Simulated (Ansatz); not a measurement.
## A barrier at the coupled-cluster level

Start structure (SiNH₃Cl₂O, closed shell), relaxed at PBE0-D4/def2-TZVP:

```xyz
8
angstrom
Si -0.4668 0.1710 0.0881
N 1.2166 0.0210 0.1766
O -1.0687 -0.6515 -1.1769
H -0.8064 -1.5725 -1.2431
Cl -1.1644 2.0665 -0.1899
Cl -1.1803 -0.5110 1.8767
H 1.6814 0.1450 1.0614
H 1.7888 0.3315 -0.5930
```

The step: SiNH₃Cl₂O ([NH2][Si]([OH])([Cl])[Cl]) → SiCl₂O ([O][Si]([Cl])[Cl]) + NH₃ (still joined by a long Si–N bond); bonds formed: N2–H4; bonds broken: O3–H4; bonds weakened to dative contacts: Si1–N2. Computed with Ansatz 0.2.0 (basis: def2-TZVPP and def2-QZVPP); correlated methods freeze the cores. Extrapolation: Hartree–Fock as exp(−7.88 √X), correlation as X^−2.97. Energies below are by CCSD(T) at an estimated basis limit (MP2 extrapolated from triple and quadruple zeta, plus CCSD(T) − MP2 in triple zeta).

Q: What are the electronic barrier and the energy of the step, from the start structure to the end structure? (An estimate is asked for; the value comes from the calculation.)

A: By the calculation: Barrier 1.841 eV; step energy 1.154 eV (uphill); reverse barrier, their difference, 0.687 eV. Barrier and step energy count from the start structure, the reverse barrier from the end structure.

The saddle point: One imaginary mode of 1404i cm⁻¹.
```csv
pair,start (Å),saddle (Å),end (Å)
N2–H4,2.94,1.23,1.02
Si1–N2,1.69,1.84,1.92
O3–H4,0.96,1.39,2.92
```

Zero-point energy (harmonic, PBE0-D4): ZPE is 1.217 eV at the start and 1.152 eV at the saddle, so the barrier goes from 1.841 to 1.775 eV.

First-order rate constant out of the start structure at 898 K by transition-state theory, with harmonic vibrational free energies alone and no tunnelling: ΔA‡ = 1.934 eV, so k = (kB T/h) exp(−ΔA‡/kB T) ≈ 10^2 s⁻¹ (an order of magnitude at best: rotation, the number of equivalent paths and anharmonicity are left out).

No T1 diagnostic of these runs exceeds 0.013.

Labels in which every atom is bracketed show which atoms are joined, not bond orders.

For scale, one of the runs: CCSD(T)/def2-TZVPP, 230 basis functions, launched by `ansatz run in.yaml --threads 4 --pin off --events-out ev --progress --plain --max-ram 9574MiB`. Hardware: 4 CPU threads of a Oxide Virtual Turin-like, shared host. Wall time 79 s; peak host memory 3.7 GiB.
